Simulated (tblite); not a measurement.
Species: C₄H₁₁NOSi₂.
SMILES with atom numbers: `[CH3:1][C:2](=[O:3])[NH:4][CH:5]1[SiH2:6][CH2:7][SiH2:8]1` (hydrogens: H9, H10, H11 on C1; H12 on N4; H13 on C5; H14, H15 on Si6; H16, H17 on C7; H18, H19 on Si8)

Geometry (GFN2-xTB, Å), atoms numbered from 1 in this order:
```
atom  x, y, z in Å
C1    -3.158    0.195    0.311
C2    -1.722    0.248   -0.141
O3    -1.276    1.217   -0.758
N4    -0.941   -0.783    0.166
C5     0.439   -0.722   -0.234
Si6    1.003    1.110   -0.500
C7     2.700    0.463    0.223
Si8    1.894   -1.087    0.966
H9    -3.296    0.914    1.117
H10   -3.804    0.493   -0.512
H11   -3.439   -0.795    0.659
H12   -1.294   -1.574    0.683
H13    0.555   -1.311   -1.151
H14    1.098    1.576   -1.875
H15    0.612    2.100    0.503
H16    3.216    1.122    0.914
H17    3.418    0.211   -0.554
H18    2.520   -2.395    0.753
H19    1.464   -0.974    2.364
```

Method: GFN2-xTB as coded in tblite; computed harmonic values from a numerical Hessian at the method's own geometry, unscaled. Errors from tens to a few hundred cm⁻¹ against measured bands are possible. Modes of hydrogen on silicon can be 10 to 20 % off. One conformer, not necessarily the lowest. The optimisation stopped once no atom felt more than 0.01 eV/Å.

Lowest wavenumbers of the output (negative numbers stand for imaginary wavenumbers):
```
mode    cm-1
  1     -27.8
  2      84.2
  3     105.7
  4     141.9
  5     161.0
  6     266.6
  7     308.7
  8     319.2
```

**Question.** Is this structure a minimum?

**Answer.** Not by this Hessian. 1 mode is imaginary beyond 20i (28i cm⁻¹), so at this level the point lies at or near a first-order saddle. The curvature is small, so loose convergence or finite differences may be the whole cause.

**Question.** Which atoms move in the imaginary mode?

**Answer.** 28i: H9 (methyl hydrogen) 36 %, H10 (methyl hydrogen) 34 %, H11 (methyl hydrogen) 26 %. These are shares of the mass-weighted motion.

**Question.** What is the remedy?

**Answer.** Step along that mode in both directions, optimise again with tighter thresholds and repeat the frequencies. The zero-point energy of this point (87.1 kcal/mol) counts the 50 real modes alone, and thermal corrections from it aren't those of a minimum.
